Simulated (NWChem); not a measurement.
All runs are NWChem calculations. System: H2BeS, charge 0, spin multiplicity 1, at a geometry optimised with B3LYP/def2-SVP. The structure started from a generated list of species. Level: TD-PBE0/6-31G* (spherical d).

Part of the output:

```
             Northwest Computational Chemistry Package (NWChem) 7.3.0
             --------------------------------------------------------

                                NWChem Input Module
                                -------------------

 Scaling coordinates for geometry "geometry" by  1.889725989
 (inverse scale =  0.529177249)

                             Geometry "geometry" -> ""
                             -------------------------

 Output coordinates in angstroms (scale by  1.889725989 to convert to a.u.)

  No.       Tag          Charge          X              Y              Z
 ---- ---------------- ---------- -------------- -------------- --------------
    1 Be                   4.0000     0.62902100    -1.27823600     0.00000000
    2 H                    1.0000     1.25221500    -2.44826900     0.00000000
    3 S                   16.0000    -0.29000700     0.40352600     0.00000000
    4 H                    1.0000     0.87180900     1.10478800     0.00000000

 Effective nuclear repulsion energy (a.u.)      29.1507154131

            Nuclear Dipole moment (a.u.)
            ----------------------------
        X                 Y               Z
 ---------------- ---------------- ----------------
    -0.0000075589    -0.0000170075     0.0000000000


 Summary of "ao basis" -> "" (spherical)
 ------------------------------------------------------------------------------
       Tag                 Description            Shells   Functions and Types
 ---------------- ------------------------------  ------  ---------------------
 *                           6-31g*                   on all atoms

                                 NWChem DFT Module
                                 -----------------

 Summary of "ao basis" -> "ao basis" (spherical)
 ------------------------------------------------------------------------------
       Tag                 Description            Shells   Functions and Types
 ---------------- ------------------------------  ------  ---------------------
 Be                          6-31g*                  6       14   3s2p1d
 H                           6-31g*                  2        2   2s
 S                           6-31g*                  8       18   4s3p1d

 Summary of "ao basis" -> "ao basis" (spherical)
 ------------------------------------------------------------------------------
       Tag                 Description            Shells   Functions and Types
[...]
            d_CD2 =  -1.6353 Angstrom
            d_CD3 =   2.7507 Angstrom
     Pearson C.C. =   0.0501

     Occ.    8  a   ---  Virt.   14  a    0.05509 X
     Occ.    9  a   ---  Virt.   12  a   -0.96228 X
     Occ.    9  a   ---  Virt.   14  a    0.11618 X
     Occ.   10  a   ---  Virt.   12  a    0.05948 X
     Occ.   10  a   ---  Virt.   14  a   -0.19357 X
     Occ.   10  a   ---  Virt.   15  a   -0.06730 X
     Occ.   11  a   ---  Virt.   13  a   -0.09733 X
  ----------------------------------------------------------------------------
  Root   8 singlet a              0.311235346 a.u.                8.4691 eV
  ----------------------------------------------------------------------------
     Transition Moments    X -0.66105   Y  0.40940   Z -0.00000
     Transition Moments   XX -0.06330  XY  0.59240  XZ -0.00000
     Transition Moments   YY -1.49178  YZ  0.00000  ZZ -0.13434
     Dipole Oscillator Strength                    0.1254469854
     Electric Quadrupole                           0.0000001604
     Magnetic Dipole                               0.0000008311
     Total Oscillator Strength                     0.1254479768

          sigma_e =   1.9236 Angstrom
          sigma_h =   1.6591 Angstrom
         |d_h->e| =   0.6860 Angstrom
            d_exc =   2.6984 Angstrom
            d_CD1 =   0.9505 Angstrom
            d_CD2 =  -1.1054 Angstrom
            d_CD3 =   3.3843 Angstrom
     Pearson C.C. =  -0.0560

     Occ.    8  a   ---  Virt.   14  a   -0.09979 X
     Occ.    8  a   ---  Virt.   15  a    0.07674 X
     Occ.    9  a   ---  Virt.   12  a    0.18119 X
     Occ.    9  a   ---  Virt.   14  a    0.24187 X
     Occ.   10  a   ---  Virt.   14  a   -0.91291 X
     Occ.   10  a   ---  Virt.   15  a    0.22635 X
     Occ.   11  a   ---  Virt.   13  a    0.06496 X
  ----------------------------------------------------------------------------
  Root   9 singlet a              0.315126453 a.u.                8.5750 eV
  ----------------------------------------------------------------------------
     Transition Moments    X  0.00000   Y  0.00000   Z  1.20934
     Transition Moments   XX  0.00000  XY -0.00000  XZ  1.56755
     Transition Moments   YY -0.00000  YZ -2.93583  ZZ -0.00000
     Dipole Oscillator Strength                    0.3072496447
     Electric Quadrupole                           0.0000018458
     Magnetic Dipole                               0.0000028904
     Total Oscillator Strength                     0.3072543808

          sigma_e =   1.8379 Angstrom
          sigma_h =   1.8384 Angstrom
         |d_h->e| =   0.2529 Angstrom
            d_exc =   2.6123 Angstrom
            d_CD1 =   0.2534 Angstrom
            d_CD2 =  -1.5852 Angstrom
            d_CD3 =   2.8652 Angstrom
     Pearson C.C. =  -0.0004

     Occ.    8  a   ---  Virt.   13  a   -0.05640 X
     Occ.    9  a   ---  Virt.   13  a   -0.96458 X
     Occ.   11  a   ---  Virt.   15  a   -0.24530 X
  ----------------------------------------------------------------------------
  Root  10 singlet a              0.346398791 a.u.                9.4260 eV
  ----------------------------------------------------------------------------
     Transition Moments    X -0.04463   Y -0.48831   Z  0.00000
     Transition Moments   XX -0.21106  XY -1.47769  XZ  0.00000
     Transition Moments   YY  3.29348  YZ -0.00000  ZZ -0.44769
     Dipole Oscillator Strength                    0.0555245320
     Electric Quadrupole                           0.0000014548
     Magnetic Dipole                               0.0000000076
     Total Oscillator Strength                     0.0555259944

          sigma_e =   2.0150 Angstrom
          sigma_h =   1.7183 Angstrom
         |d_h->e| =   1.3778 Angstrom
            d_exc =   3.0811 Angstrom
            d_CD1 =   1.6744 Angstrom
            d_CD2 =  -0.4889 Angstrom
            d_CD3 =   4.4589 Angstrom
     Pearson C.C. =  -0.0841

     Occ.    8  a   ---  Virt.   12  a    0.37884 X
     Occ.    9  a   ---  Virt.   14  a    0.83960 X
     Occ.    9  a   ---  Virt.   15  a   -0.15724 X
     Occ.   10  a   ---  Virt.   14  a    0.28908 X
     Occ.   10  a   ---  Virt.   15  a    0.19524 X

              Target root =      1
          Target symmetry = none
      Ground state energy =   -413.966697601258
        Excitation energy =      0.200160765368
     Excited state energy =   -413.766536835891

  stored tddft:energy   -413.76653683589069

 Task  times  cpu:        9.9s     wall:        9.9s

 Total times  cpu:        9.9s     wall:        9.9s
```

Write an NWChem input that would produce this output.

This is not unique; one that fits is 
```
start mol
memory heap 200 mb stack 900 mb global 1100 mb
geometry units angstroms nocenter noautoz noautosym
  Be     0.629021    -1.278236     0.000000
  H      1.252215    -2.448269     0.000000
  S     -0.290007     0.403526     0.000000
  H      0.871809     1.104788     0.000000
end
basis spherical
  * library 6-31g*
end
dft
  xc pbe0
  semidirect memsize 60000000 filesize 0
  iterations 100
end
tddft
  rpa
  nroots 10
  notriplet
end
task tddft energy
```
